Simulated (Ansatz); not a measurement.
Relaxation of NbSe2 with UKS r2SCAN-D4/def2-TZVP.

```sh
$ ansatz run in.yaml --threads 2 --pin off --events-out ev --progress --plain --max-ram 4352MiB
```

```yaml
crystal:
  periodic: [false, false, false]
  atoms:
    - {symbol: Nb, position_ang: [0.465800, 1.058610, 1.038680]}
    - {symbol: Se, position_ang: [-0.443410, 0.247640, -1.385630]}
    - {symbol: Se, position_ang: [-0.022390, -1.306250, 0.346950]}
basis:
  gaussian: {orbitals: def2-TZVP}
magnetization: {spin_polarized: true, initial_magnetization: 1}
hamiltonian: {xc: r2scan, dispersion: d4}
scf: {lower_state_search: "off"}
output: {orbitals: {seedname: orbitals}}
relax: {f_tol: 0.02, max_steps: 100}
```

Hardware: 2 threads of Arm Neoverse V2 on a shared host. Wall time 52 s.

Positions (Å) and forces (eV/Å) at steps 1, 2, 3, 4, 5 of 5:

```xyz
3
step=1 energy=-132249.1585 eV
Nb    0.466    1.059    1.039   -0.691   -1.401   -1.594
Se   -0.443    0.248   -1.386    0.521    0.334    1.429
Se   -0.022   -1.306    0.347    0.170    1.067    0.164
3
step=2 energy=-132249.2817 eV
Nb    0.400    0.970    0.873    0.742    1.858    1.599
Se   -0.392    0.322   -1.257   -0.470   -0.414   -1.256
Se   -0.008   -1.292    0.384   -0.271   -1.444   -0.343
3
step=3 energy=-132249.4151 eV
Nb    0.421    1.013    0.920    0.054    0.227    0.088
Se   -0.404    0.299   -1.286   -0.017    0.000   -0.049
Se   -0.017   -1.312    0.366   -0.038   -0.227   -0.039
3
step=4 energy=-132249.4175 eV
Nb    0.422    1.021    0.921   -0.003    0.043   -0.022
Se   -0.404    0.299   -1.284    0.014    0.009    0.038
Se   -0.018   -1.320    0.363   -0.011   -0.052   -0.016
3
step=5 energy=-132249.4180 eV
Nb    0.421    1.025    0.918    0.000    0.001   -0.002
Se   -0.402    0.300   -1.279    0.001    0.000    0.003
Se   -0.019   -1.325    0.362   -0.001   -0.001   -0.001
```

In the def2 sets Nb takes a core potential; there is no spin–orbit coupling. The charge 0 doublet is spin-contaminated (final ⟨S²⟩ up to 1.72, 0.75 for a pure state). At r2SCAN-D4/def2-TZVP a quartet of charge 0 lies 0.52 eV below the doublet, each at its own geometry. The structure comes from a short search, and lower isomers may exist.
